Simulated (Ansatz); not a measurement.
Spectroscopic constants of NaAl, closed-shell singlet (lowest of 2S+1 = 1, 3 at CCSD(T)/def2-TZVPP on PBE0 minima; our sources give no spin for the ground state, which may be another).

D_e counts from the fitted minimum to each atom's lowest state at the same level, without counterpoise. The singlet is restricted.

The values were computed with Ansatz (an electronic-structure program) with Gaussian orbitals. Values without a source in brackets are computed.

**Question.** One of these levels gives 19.17 kcal/mol for the bond energy D_e. Which?
A) SVWN5/def2-TZVPP
B) r2SCAN/def2-TZVPP
C) PBE/def2-TZVPP

**Answer.** C, PBE/def2-TZVPP. The others give 24.09 (SVWN5/def2-TZVPP), 14.35 (r2SCAN/def2-TZVPP)
